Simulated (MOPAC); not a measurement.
A run for MOPAC: PM7 on SiP, 2S+1 = 2, a spin state set in the input, which need not be the lowest, a point of a bond scan (R = 2.078 Å).

```
PM7 1SCF PRECISE CHARGE=0 UHF MS=0.5 THREADS=1
PSi

Si     0.00000000 1     0.00000000 1     0.00000000 1
P      0.00000000 1     0.00000000 1     2.07790900 1
```

The log:

```
*******************************************************************************
 **                                                                           **
 **                              MOPAC v23.2.5                                **
 **                                                                           **
 *******************************************************************************
 ** MOPAC's Digital Object Identifier: https://doi.org/10.5281/zenodo.6511958 **
 **                                                                           **
 ** Please cite the open-source release paper for use of this MOPAC version:  **
 ** J. E. Moussa and J. J. P. Stewart (2026)                                  **
 ** MOPAC: An open-source semiempirical molecular orbital program             **
 ** J. Open Source Softw., 11(119), 8025, https://doi.org/10.21105/joss.08025 **
 *******************************************************************************

                              PM7 CALCULATION RESULTS

 *******************************************************************************
 *  PM7        - The PM7 Hamiltonian to be used
 *  UHF        - UNRESTRICTED HARTREE-FOCK CALCULATION
 *
 *
 *
 *                 CHARGE ON SYSTEM = 0
 *
 *
 *
 *  MS=        - IN MECI, MAGNETIC COMPONENT OF SPIN =  0.5
 *  PRECISE    - TIGHTER CRITERIA TO BE USED
 *  1SCF       - DO 1 SCF AND THEN STOP
 *  THREADS=1  - MULTI-THREADING NOT USED
 *  T=         - A TIME OF 172800.0 SECONDS REQUESTED
 *  DUMP=N     - RESTART FILE WRITTEN EVERY 7200.0 SECONDS REQUESTED
 *******************************************************************************
PM7 1SCF PRECISE CHARGE=0 UHF MS=0.5 THREADS=1
 PSi

   ATOM   CHEMICAL          X               Y               Z
  NUMBER   SYMBOL      (ANGSTROMS)     (ANGSTROMS)     (ANGSTROMS)

     1      Si          0.00000000  *   0.00000000  *   0.00000000  *
     2       P          0.00000000  *   0.00000000  *   2.07790900  *



          CARTESIAN COORDINATES

    NO.       ATOM           X           Y           Z

     1        Si          0.0000      0.0000      0.0000
     2         P          0.0000      0.0000      2.0779

 General Reference for PM7:
 "Optimization of Parameters for Semiempirical Methods VI: More Modifications to the
 NDDO Approximations and Re-optimization of Parameters", J. J. P. Stewart, J. Mol. Mod., 1:32, 19 (2013)
 https://link.springer.com/article/10.1007/s00894-012-1667-x

           Empirical Formula: Si P  =     2 atoms



      MOLECULAR POINT GROUP   :   C*v


          UHF CALCULATION, NO. OF ALPHA ELECTRONS =    5
                           NO. OF BETA  ELECTRONS =    4

 -------------------------------------------------------------------------------
 PM7 1SCF PRECISE CHARGE=0 UHF MS=0.5 THREADS=1
 PSi



     1SCF WAS SPECIFIED, SO BFGS WAS NOT USED
     SCF FIELD WAS ACHIEVED


                              PM7 CALCULATION
                                                       MOPAC v23.2.5 Linux




          FINAL HEAT OF FORMATION =         94.86935 KCAL/MOL =     396.93335 KJ/MOL


          COSMO AREA              =         96.13 SQUARE ANGSTROMS
          COSMO VOLUME            =         83.92 CUBIC ANGSTROMS

          IONIZATION POTENTIAL    =          9.492662 EV
          ALPHA SOMO LUMO (EV)    =         -9.493 -3.835
          BETA  SOMO LUMO (EV)    =        -12.139 -4.115
          NO. OF ALPHA ELECTRONS  =          5
          NO. OF BETA  ELECTRONS  =          4
          MOLECULAR WEIGHT        =         59.0593         POINT GROUP:  C*v

          MOLECULAR DIMENSIONS (Angstroms)

            Atom       Atom       Distance
            P     2   Si     1     2.07791
            P     2   Si     1     0.00000
           Si     1    P     2     0.00000


          SCF CALCULATIONS        =          1





   ATOM   CHEMICAL          X               Y               Z
  NUMBER   SYMBOL      (ANGSTROMS)     (ANGSTROMS)     (ANGSTROMS)

     1      Si          0.00000000  *   0.00000000  *   0.00000000  *
     2       P          0.00000000  *   0.00000000  *   2.07790900  *

                             CARTESIAN COORDINATES

   1   Si        0.000000000     0.000000000     0.000000000
   2    P        0.000000000     0.000000000     2.077909000


           Empirical Formula: Si P  =     2 atoms



      MOLECULAR POINT GROUP   :   C*v


          ALPHA EIGENVALUES
 -47.86011 -13.73775 -13.27439 -11.68707  -9.49266  -3.83520  -2.65456   2.36897
  16.02346  16.04685  16.12643  16.12773  18.29209 103.99437 103.99714 104.65367
 104.75970 104.87916


           BETA EIGENVALUES
 -45.71424 -12.94720 -12.18430 -12.13949  -4.11460  -3.79302  -2.57597   2.44331
  15.96710  15.96868  16.11559  16.36966  18.28107 103.98347 103.98581 104.61588
 104.68189 104.75593


              NET ATOMIC CHARGES AND DIPOLE CONTRIBUTIONS

  ATOM NO.   TYPE          CHARGE      No. of ELECS.   s-Pop       p-Pop       d-Pop
    1         Si           0.225801        3.7742     0.47758     3.17634     0.12028
    2          P          -0.225801        5.2258     1.86627     3.34127     0.01826
 DIPOLE           X         Y         Z       TOTAL
 POINT-CHG.     0.000     0.000    -2.254     2.254
 HYBRID        -0.000     0.000    -4.041     4.041
 SUM           -0.000     0.000    -6.295     6.295


          ATOMIC ORBITAL ELECTRON POPULATIONS

     Atom    s        px        py        pz      x^2-y^2     xz        z^2       yz        xy
    1 Si   0.47758   1.82791   1.01509   0.33334   0.00003   0.03127   0.06042   0.02857   0.00000
    2  P   1.86627   1.13263   0.95060   1.25804   0.00000   0.00819   0.00433   0.00574   0.00000


                    (SZ)    =    0.500000
                    (S**2)  =    1.087608


          ATOMIC ORBITAL SPIN POPULATIONS

    Atom   Total    s     px     py     pz   x^2-y^2  xz     z^2    yz     xy
         Atomic
    1 Si -0.4564 -0.047  0.164 -0.572 -0.032 -0.000  0.019 -0.002  0.014 -0.000
    2  P  1.4564  0.001  0.817  0.560  0.081 -0.000 -0.000 -0.000 -0.002 -0.000

 **********************
 *                    *
 * JOB ENDED NORMALLY *
 *                    *
 **********************




 == MOPAC DONE ==
```

The run finished. Its determinant has ⟨S²⟩ = 1.09, a mixture of spin states.

Cost: around 0.020 core-seconds (rough).
